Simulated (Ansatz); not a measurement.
`C[NH][Ga]([Cl])[Cl]` + `CC(C)[NH][AlH][Cl]` → `CC(C)[NH][Ga]([Cl])[Cl]` + `C[NH][AlH][Cl]`  (redistribution)

Program: Ansatz. Geometries: PBE0-D4/def2-TZVP. ΔE: electronic, gas phase. CCSD(T)/CBS is the MP2 limit (def2-TZVPP, def2-QZVPP) plus CCSD(T) − MP2 in def2-TZVPP, frozen cores. DFT in def2-TZVPP. B3LYP here is the variant with VWN-RPA as its local correlation; programs differ in this. For Ga outer-core shells are correlated without core-valence functions, which leaves a few kJ/mol of doubt a bond. Scalar relativity is left out up to krypton. One conformer a species, not always the lowest.

`C[NH][Ga]([Cl])[Cl]`:

```xyz
9

C     0.629    0.603   -1.026
N    -0.381    0.484    0.002
Ga   -0.576   -0.865    1.166
Cl    0.766   -2.514    1.120
Cl   -2.140   -0.840    2.604
H     1.253    1.493   -0.884
H     0.189    0.652   -2.028
H     1.290   -0.265   -1.001
H    -1.030    1.252    0.046
```

`CC(C)[NH][AlH][Cl]`:

Z-matrix (Å, degrees):
```
C
C 1 1.522
H 1 1.093 2 111.3
H 1 1.092 2 110.8 3 120.9
H 1 1.095 2 110.3 3 -119.6
C 2 1.522 1 111.1 3 57.1
N 2 1.454 1 111.3 3 -178.1
H 2 1.098 1 107.9 3 -61.0
H 6 1.095 2 110.3 1 62.5
H 6 1.093 2 111.3 1 -57.1
H 6 1.092 2 110.8 1 -178.0
Al 7 1.757 2 127.7 1 117.9
H 7 1.011 2 111.8 1 -62.2
Cl 12 2.100 7 117.6 2 180.0
H 12 1.572 7 121.4 2 -0.0
```

`CC(C)[NH][Ga]([Cl])[Cl]`:

Cartesian coordinates in Å:
```
C 0.799 -1.366 0.695
C -0.147 -0.222 0.359
C -0.313 0.726 1.537
N 0.298 0.492 -0.827
Ga -0.575 0.653 -2.383
Cl -2.480 -0.260 -2.635
Cl 0.263 1.749 -4.000
H 0.884 -2.058 -0.145
H 1.798 -0.981 0.921
H 0.450 -1.921 1.569
H -1.128 -0.649 0.123
H -1.019 1.523 1.298
H -0.675 0.195 2.421
H 0.646 1.188 1.795
H 1.200 0.932 -0.728
```

`C[NH][AlH][Cl]`:

```xyz
9

C     0.436   -1.028    0.644
N    -0.580   -0.133    0.129
Al   -0.404    1.322   -0.840
Cl    1.543    1.911   -1.365
H     0.425   -1.078    1.739
H     0.321   -2.048    0.260
H     1.425   -0.676    0.344
H    -1.511   -0.426    0.388
H    -1.654    2.156   -1.298
```

```csv
level,ΔE (kJ/mol),difference from CCSD(T)/CBS
PBE-D4,-2.4,0.5
PBE0-D4,-2.4,0.5
B3LYP-D4,-3.1,-0.2
ωB97X-V,-2.0,0.9
ωB97M-V,-2.1,0.8
B2PLYP,-1.8,1.1
PBE,-0.9,2.0
r2SCAN,-1.4,1.5
B3LYP,-0.8,2.1
MP2/def2-TZVPP,-3.4,-0.5
SCS-MP2/def2-TZVPP,-2.8,0.1
CCSD/def2-TZVPP,-2.5,0.4
CCSD(T)/def2-TZVPP,-2.9,0.0
MP2/def2-QZVPP,-3.4,-0.5
HF/CBS(def2),-0.2,2.7
CCSD/CBS(def2),-2.6,0.3
CCSD(T)/CBS,-2.9,0
```

Largest T1 diagnostic among the species: 0.012.
